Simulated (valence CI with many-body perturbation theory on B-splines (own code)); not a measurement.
## Which ion has this spectrum?

A relativistic CI+MBPT calculation for an atom or ion with 71 electrons gives these levels (cm⁻¹):

```
  J  Parity      E     g
3/2    even    0.0  0.80
5/2    even   1904  1.20
1/2     odd   4517  0.67
3/2     odd   7880  1.33
3/2     odd  17089  0.45
3/2    even  17929  0.41
5/2     odd  18151  1.06
5/2    even  18447  1.03
7/2    even  19237  1.24
7/2     odd  20050  1.24
9/2    even  20181  1.33
1/2     odd  20396  0.04
3/2     odd  20818  1.16
1/2    even  20841  2.63
```

The energies are calculated, with errors of about 490 cm⁻¹, more in some levels.

Problem. Which is it?
A. Hf+
B. Ta2+
C. Lu
D. W3+

Solution. C. Lu, ground level 5d6s² ²D_3/2.
